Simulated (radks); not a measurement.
Q: Co3+, configuration [Ar] 3d6. Calculated with a radial shooting solver on a logarithmic mesh with Libxc functionals: non-relativistic Kohn-Sham, PBE, spin-polarised, spherical densities, point nucleus; open shells are filled with parallel spins first. Some entries of the table are withheld. Estimate them.

| orbital | occ. | eigenvalue (eV) | <r> (bohr) | <r^2> (bohr^2) |
|---|---|---|---|---|
| 1s down | 1 | -7554.522 | 0.05691 | 0.004342 |
| 1s up | 1 | -7554.512 | 0.05691 | 0.004342 |
| 2s up | 1 | -922.7682 | 0.2589 | 0.07905 |
| 2s down | 1 | -920.4158 | 0.2585 | 0.07878 |
| 2p up | 3 | -806.0754 | (1) | 0.06292 |
| 2p down | 3 | -804.3304 | (2) | 0.06264 |
| 3s up | 1 | -140.0070 | 0.7760 | 0.6938 |
| 3s down | 1 | -135.1559 | 0.7793 | 0.7001 |
| 3p up | 3 | -104.9928 | 0.8068 | 0.7645 |
| 3p down | 3 | -100.2160 | 0.8124 | 0.7763 |
| 3d up | 5 | (3) | 0.9256 | 1.079 |
| 3d down | 1 | (4) | 0.9560 | 1.161 |

A: 
(1) 2p up <r> (bohr): 0.2264
(2) 2p down <r> (bohr): 0.2260
(3) 3d up eigenvalue (eV): -47.2120
(4) 3d down eigenvalue (eV): -42.6739
